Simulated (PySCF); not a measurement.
C3H6Cl (SMILES CC[CH]Cl), doublet, at a GFN2-xTB geometry; CAMB3LYP/STO-3G (PySCF).

PySCF was given this input:
```python
from pyscf import gto, scf, dft

mol = gto.Mole()
mol.atom = '''
    C     0.88196835   -0.69035601   -0.06520633
    C     2.33446101   -0.22289527   -0.00871853
    C    -0.04521944    0.45133341   -0.21727741
    H     0.63004599   -1.24911322    0.84093252
    H     0.77187846   -1.39427599   -0.90612752
    H     3.00027462   -1.07594315    0.09232763
    Cl   -1.68930543    0.26027060    0.15334852
    H     2.59685791    0.31448981   -0.91653331
    H     2.48724108    0.43935498    0.83925443
    H     0.20463477    1.31239464   -0.80956506
'''
mol.basis = 'sto-3g'
mol.spin = 1
mol.verbose = 4
mol.symmetry = True
mol.build()

mf = dft.UKS(mol)
mf.xc = 'camb3lyp'
mf.kernel()
mf.analyze()
```

What the program printed (banner, timings and long lists left out):

```
PySCF version 2.14.0

[INPUT] verbose = 4
[INPUT] num. atoms = 10
[INPUT] num. electrons = 41
[INPUT] charge = 0
[INPUT] spin (= nelec alpha-beta = 2S) = 1
[INPUT] symmetry True subgroup None
[INPUT] Mole.unit = angstrom
[INPUT] Symbol           X                Y                Z      unit          X                Y                Z       unit  Magmom
[...]
nuclear repulsion = 150.550847732941
point group symmetry = C1
symmetry origin: [0. 0. 0.]
symmetry axis x: [1. 0. 0.]
symmetry axis y: [0. 1. 0.]
symmetry axis z: [0. 0. 1.]
num. orbitals of irrep A = 30
number of shells = 20
number of NR pGTOs = 90
number of NR cGTOs = 30
basis = sto-3g
ecp = {}

******** <class 'pyscf.dft.uks.UKS'> ********
method = UKS
initial guess = minao
damping factor = 0
level_shift factor = 0
DIIS = <class 'pyscf.scf.diis.CDIIS'>
diis_start_cycle = 1
diis_space = 8
diis_damp = 0
SCF conv_tol = 1e-09
SCF conv_tol_grad = None
SCF max_cycles = 50
direct_scf = True
direct_scf_tol = 1e-13
number electrons alpha = 21  beta = 20
XC library pyscf.dft.libxc version 7.1.2
    S. Lehtola, C. Steigemann, M. J. T. Oliveira, and M. A. L. Marques,  SoftwareX 7, 1–5 (2018)
XC functionals = camb3lyp
    T. Yanai, D. P. Tew, and N. C. Handy,  Chem. Phys. Lett. 393, 51 (2004)
radial grids:
    Treutler-Ahlrichs [JCP 102, 346 (1995); DOI:10.1063/1.469408] (M4) radial grids

becke partition: Becke, JCP 88, 2547 (1988); DOI:10.1063/1.454033
pruning grids: <function nwchem_prune>
grids dens level: 3
symmetrized grids: True
atomic radii adjust function: <function treutler_atomic_radii_adjust>
small_rho_cutoff = 0
Set gradient conv threshold to 3.16228e-05
tot grids = 120088
init E= -571.615075343668

cycle= 1 E= -571.52593689682  delta_E= 0.0891  |g|= 0.135  |ddm|= 2.72
cycle= 2 E= -571.542985410491  delta_E= -0.017  |g|= 0.0661  |ddm|= 0.393
cycle= 3 E= -571.546270928792  delta_E= -0.00329  |g|= 0.0158  |ddm|= 0.119
cycle= 4 E= -571.546528236917  delta_E= -0.000257  |g|= 0.00344  |ddm|= 0.0319
cycle= 5 E= -571.54655235403  delta_E= -2.41e-05  |g|= 0.000945  |ddm|= 0.0119
cycle= 6 E= -571.546553924141  delta_E= -1.57e-06  |g|= 0.000339  |ddm|= 0.00341
cycle= 7 E= -571.546554032748  delta_E= -1.09e-07  |g|= 6.34e-05  |ddm|= 0.000715
cycle= 8 E= -571.546554040233  delta_E= -7.48e-09  |g|= 1.77e-05  |ddm|= 0.000219
cycle= 9 E= -571.54655404077  delta_E= -5.37e-10  |g|= 7.03e-06  |ddm|= 6.21e-05
Extra cycle  E= -571.546554040817  delta_E= -4.68e-11  |g|= 3.9e-06  |ddm|= 1.64e-05
converged SCF energy = -571.546554040817  <S^2> = 0.75400629  2S+1 = 2.0040023
**** SCF Summaries ****
Total Energy =                        -571.546554040817000
Nuclear Repulsion Energy =             150.550847732941236
One-electron Energy =                -1084.417227130954643
Two-electron Energy =                  362.319825357196351
Two-electron Coulomb Energy =          408.957393607490189
DFT Exchange-Correlation Energy =      -46.637568250293825
**** MO energy ****
                             alpha | beta                alpha | beta
[...]
To work with the spin densities directly, `use mulliken_meta_spin()` only printing them here.

 ** Mulliken spin pop alpha/beta on meta-lowdin orthogonal AOs **
 ** Mulliken Spin Density (per AO)  **
spin_pop of  0 C 1s        0.00000
spin_pop of  0 C 2s       -0.00865
spin_pop of  0 C 2px      -0.01268
spin_pop of  0 C 2py      -0.02037
spin_pop of  0 C 2pz      -0.01292
spin_pop of  1 C 1s        0.00000
spin_pop of  1 C 2s        0.00231
spin_pop of  1 C 2px       0.00658
spin_pop of  1 C 2py       0.00107
spin_pop of  1 C 2pz       0.00084
spin_pop of  2 C 1s       -0.00002
spin_pop of  2 C 2s        0.05786
spin_pop of  2 C 2px       0.06267
spin_pop of  2 C 2py       0.16940
spin_pop of  2 C 2pz       0.66749
spin_pop of  3 H 1s        0.01534
spin_pop of  4 H 1s        0.04823
spin_pop of  5 H 1s       -0.00081
spin_pop of  6 Cl 1s        0.00000
spin_pop of  6 Cl 2s        0.00000
spin_pop of  6 Cl 3s        0.00157
spin_pop of  6 Cl 2px      -0.00000
spin_pop of  6 Cl 2py       0.00001
spin_pop of  6 Cl 2pz       0.00003
spin_pop of  6 Cl 3px      -0.02308
spin_pop of  6 Cl 3py       0.01615
spin_pop of  6 Cl 3pz       0.06181
spin_pop of  7 H 1s       -0.00063
spin_pop of  8 H 1s       -0.00078
spin_pop of  9 H 1s       -0.03142
 ** Mulliken Spin Density (per atom)  **
spin density of  0 C =     -0.05462
spin density of  1 C =      0.01080
spin density of  2 C =      0.95740
spin density of  3 H =      0.01534
spin density of  4 H =      0.04823
spin density of  5 H =     -0.00081
spin density of  6 Cl =      0.05650
spin density of  7 H =     -0.00063
spin density of  8 H =     -0.00078
spin density of  9 H =     -0.03142
 ** Mulliken pop alpha/beta on meta-lowdin orthogonal AOs **
 ** Mulliken pop       alpha | beta **
[...]
In total            21.00000 | 20.00000
 ** Mulliken atomic charges   ( Nelec_alpha | Nelec_beta ) **
charge of  0C =     -0.07719  (     3.01129      3.06591 )
charge of  1C =     -0.13965  (     3.07523      3.06443 )
charge of  2C =     -0.05236  (     3.50488      2.54748 )
charge of  3H =      0.05816  (     0.47859      0.46325 )
charge of  4H =      0.05432  (     0.49696      0.44873 )
charge of  5H =      0.05315  (     0.47302      0.47383 )
charge of  6Cl =     -0.05724  (     8.55687      8.50037 )
charge of  7H =      0.05007  (     0.47465      0.47528 )
charge of  8H =      0.05213  (     0.47355      0.47432 )
charge of  9H =      0.05861  (     0.45499      0.48640 )
Dipole moment(X, Y, Z, Debye):  1.77651, -0.13486, -0.47000
```
